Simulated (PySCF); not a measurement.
Work out the structure from these simulated measurements.

Formula: C5H10N2O2Si.

* NMR, other nuclei: isotropic shieldings of nuclei other than C and H, by class: 81 (1 N), 239 (1 N), 294 (1 O), 301 (1 O), 409 (1 Si) ppm [GIAO PBE0/pcSseg-1]
* 13C NMR: chemical shifts (computed TMS as zero) by class: 124.5 (2 C), 116.5 (2 C), 53.2 (1 C) ppm [GIAO PBE0/pcSseg-1]
* Dipole: 1.44 D [PBE0/pcSseg-1]
* Rotational structure: rotational constants A, B, C: 1.826, 0.846, 0.782 GHz [GFN2-xTB]
* 1H NMR: chemical shifts (computed TMS as zero) by class: 6.61 (2 H), 6.56 (2 H), 3.79 (3 H), 2.32 (1 H), 0.81 (2 H) ppm [GIAO PBE0/pcSseg-1]

Electronic properties: PySCF, gas phase, density fitting. Levels stand in brackets. Isolated species at its GFN2-xTB geometry (one conformer only). NMR values are class means; diastereotopic atoms form classes of their own.

Q: Give a SMILES that accounts for the data.

A: Numbering: `[CH3:1][O:2][Si@@:3]([NH2:4])([OH:5])[n:6]1[cH:7][cH:8][cH:9][cH:10]1`. Its formula, C5H10N2O2Si, gives 3 degrees of unsaturation: 1 ring and 2 π bonds in the structure found (Kekulé form). 5 carbons fall into 3 classes; from least to most shielded: aromatic CH next to a ring nitrogen [C7/C10] (124.5 ppm, 2 C), aromatic CH carbon [C8/C9] (116.5 ppm, 2 C), methoxy carbon [C1] (53.2 ppm). Hydrogen classes from least to most shielded: 2 H on 2 like atoms (aromatic CH next to a ring nitrogen), C7/C10 (6.61 ppm), 2 H on 2 aromatic CH carbons, C8/C9 (6.56 ppm), 3 H on a methoxy carbon, C1 (3.79 ppm), 1 H on a silanol oxygen, O5 (2.32 ppm), 2 H on a silicon-bound nitrogen, N4 (0.81 ppm). The other shieldings belong to: 81 ppm, pyrrole-type nitrogen [N6]; 239 ppm, silicon-bound nitrogen [N4]; 294 ppm, silanol oxygen [O5]; 301 ppm, silyl ether oxygen [O2]; 409 ppm, oxygen-bound silicon [Si3]. The optimised geometry has point group C1 and is an asymmetric top. Structure: `CO[Si@@](N)(O)n1cccc1`. Computed isomers that give other values at the same levels: `CO[Si@@H](O)n1ccc(N)c1` (13C chemical shifts (computed TMS as zero) by class: 143.2 (1 C), 124.5 (1 C), 108.1 (1 C), 104.2 (1 C), 52.1 (1 C) ppm); `C/N=C/[C@@H]1C[Si@H](C(N)=O)O1` (13C chemical shifts (computed TMS as zero) by class: 179.8 (1 C), 175.7 (1 C), 78.9 (1 C), 49.4 (1 C), 26.0 (1 C) ppm). The assignments are read from this structure; whether some other isomer fits the data as well wasn't checked. The mirror image fits equally.

Conformer computed: `[CH3:1][O:2][Si@@:3]([NH2:4])([OH:5])[n:6]1[cH:7][cH:8][cH:9][cH:10]1`: C1–O2–Si3–N4 -176°, O2–Si3–N6–C7 -127°, H–N4–Si3–O2 -76°, H–N4–Si3–O2 57°, H–O5–Si3–O2 -173°.
